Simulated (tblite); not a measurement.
Compound: C3H9AlGe.
SMILES with atom numbers: `[AlH2:1][CH2:2]/[CH:3]=[CH:4]/[GeH3:5]` (hydrogens: H6, H7 on Al1; H8, H9 on C2; H10 on C3; H11 on C4; H12, H13, H14 on Ge5)

Computed with GFN2-xTB (tblite), gas phase: L-BFGS steps from a force-field or distance-geometry start until the largest atomic force falls under 0.01 eV/Å.

Step 108: E = -379.3525 eV
```
atom  x, y, z in Å  |  force x, y, z in eV/Å
Al1    -2.3350    1.3816    0.2131    0.019   0.012   0.001
C2     -1.6977   -0.4978   -0.0656   -0.037   0.010  -0.021
C3     -0.2525   -0.3847    0.2859   -0.027  -0.039   0.065
C4      0.7670   -0.5452   -0.5546    0.024   0.000  -0.016
Ge5     2.6294   -0.3504   -0.0849    0.022   0.040  -0.018
H6     -2.4459    1.9384    1.6542   -0.013   0.007  -0.010
H7     -2.6443    2.3965   -0.9129   -0.007  -0.004   0.004
H8     -1.8172   -0.9357   -1.0657    0.002   0.012   0.023
H9     -2.1887   -1.1678    0.6578   -0.002  -0.001   0.007
H10    -0.0497   -0.1389    1.3273    0.029  -0.005  -0.019
H11     0.5501   -0.8010   -1.5841   -0.011  -0.023  -0.059
H12     3.3789   -1.6388   -0.2135    0.002  -0.022  -0.004
H13     2.7882    0.1264    1.3205    0.000   0.014   0.012
H14     3.3167    0.6169   -0.9995   -0.001  -0.001   0.036
```

Step 109: E = -379.3530 eV
```
atom  x, y, z in Å  |  force x, y, z in eV/Å
Al1    -2.3371    1.3838    0.2027    0.021   0.029  -0.001
C2     -1.6969   -0.4970   -0.0574   -0.016  -0.007  -0.003
C3     -0.2512   -0.3914    0.2972   -0.023  -0.019   0.038
C4      0.7678   -0.5466   -0.5456    0.001   0.003  -0.016
Ge5     2.6322   -0.3493   -0.0853    0.024   0.010  -0.011
H6     -2.4553    1.9573    1.6363   -0.014   0.003  -0.007
H7     -2.6434    2.3888   -0.9333   -0.007  -0.010   0.003
H8     -1.8150   -0.9386   -1.0559   -0.002   0.012   0.015
H9     -2.1952   -1.1616    0.6664    0.006   0.000   0.005
H10    -0.0474   -0.1498    1.3392    0.025  -0.012  -0.021
H11     0.5498   -0.7952   -1.5774   -0.013  -0.019  -0.040
H12     3.3841   -1.6331   -0.2559    0.000  -0.001  -0.004
H13     2.8042    0.0881    1.3323   -0.002   0.020  -0.008
H14     3.3027    0.6440   -0.9855    0.000  -0.007   0.050
```

Question: Estimate the geometry and energy of step 110. (The exact step hangs on the optimiser's Hessian estimate; all steps are aligned on step 109, rigid shifts and turns removed.)

Answer: E = -379.3533 eV, largest force 0.039 eV/Å
```
atom  x, y, z in Å  |  force x, y, z in eV/Å
Al1    -2.3355    1.3852    0.2013    0.014   0.025   0.001
C2     -1.6971   -0.4966   -0.0563    0.013  -0.018   0.015
C3     -0.2504   -0.3996    0.3000   -0.007   0.004  -0.002
C4      0.7685   -0.5478   -0.5454   -0.019   0.002  -0.015
Ge5     2.6334   -0.3472   -0.0856   -0.021  -0.012  -0.015
H6     -2.4555    1.9621    1.6325   -0.011   0.003   0.004
H7     -2.6471    2.3890   -0.9332   -0.004  -0.006  -0.009
H8     -1.8154   -0.9373   -1.0549   -0.006   0.010   0.004
H9     -2.2011   -1.1588    0.6660    0.011  -0.001   0.005
H10    -0.0434   -0.1627    1.3423    0.013  -0.017  -0.017
H11     0.5513   -0.7899   -1.5798   -0.014  -0.011  -0.011
H12     3.3833   -1.6304   -0.2524    0.020  -0.025  -0.012
H13     2.8070    0.0903    1.3296   -0.003   0.032   0.022
H14     3.3014    0.6432   -0.9864    0.014   0.014   0.029
```

The energy changes by -0.0002 eV. The first-order estimate −F·Δx gives -0.0006 eV and the mean of the old and new forces, exact on a quadratic surface, -0.0002 eV. The step makes an angle of 75° with the force vector and moves no atom by more than 0.014 Å.

The cost below is that of the whole relaxation. The run took 1.3 s wall on one thread of an Arm Neoverse N1, no GPU, on a shared host.
